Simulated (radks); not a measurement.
The scandium ion Sc2.25+, configuration [Ne] 3s2 3d(up 0.5, down 0.5) 3p(up 3, down 2.75) (fractional occupations, a model configuration).

Calculated with a radial shooting solver on a logarithmic mesh with Libxc functionals: scalar-relativistic Kohn-Sham, PBE, spin-polarised, spherical densities, point nucleus.

Energy parts (eV):
total: -20758.648
kinetic: 20917.399
electron-nucleus: -48944.837
Hartree: 8313.834
exchange-correlation: -1045.043

Orbitals (lengths in bohr, moments of r in powers of bohr; r(90%) holds 90 % of the orbital's charge):
1s up: occ. 1; eigenvalue (eV) -4418.167; r(90%) 0.130; <1/r> 20.77; <r> 0.07304
1s down: occ. 1; eigenvalue (eV) -4418.087; r(90%) 0.130; <1/r> 20.77; <r> 0.07304
2s up: occ. 1; eigenvalue (eV) -494.6486; r(90%) 0.534; <1/r> 4.298; <r> 0.3434
2s down: occ. 1; eigenvalue (eV) -494.5828; r(90%) 0.534; <1/r> 4.298; <r> 0.3434
2p up: occ. 3; eigenvalue (eV) -408.6535; r(90%) 0.506; <1/r> 4.201; <r> 0.3076
2p down: occ. 3; eigenvalue (eV) -408.5563; r(90%) 0.506; <1/r> 4.201; <r> 0.3075
3s up: occ. 1; eigenvalue (eV) -74.7448; r(90%) 1.60; <1/r> 1.312; <r> 1.068
3s down: occ. 1; eigenvalue (eV) -74.4025; r(90%) 1.60; <1/r> 1.311; <r> 1.069
3p up: occ. 3; eigenvalue (eV) -53.1778; r(90%) 1.77; <1/r> 1.186; <r> 1.152
3p down: occ. 2.75; eigenvalue (eV) -52.8553; r(90%) 1.77; <1/r> 1.185; <r> 1.153
3d up: occ. 0.5; eigenvalue (eV) -21.6778; r(90%) 2.51; <1/r> 0.8729; <r> 1.493
3d down: occ. 0.5; eigenvalue (eV) -21.4357; r(90%) 2.53; <1/r> 0.8691; <r> 1.502

The highest occupied level is 3d down at -21.436 eV. The density falls to 0.001 e/bohr^3 at r = 3.04 bohr. Spin moment in Bohr magnetons: 0.25. Summed over all electrons, <r^2> = 15.41 bohr^2, which gives a Langevin (diamagnetic) susceptibility term of -12.2 x 10^-6 cm^3/mol.
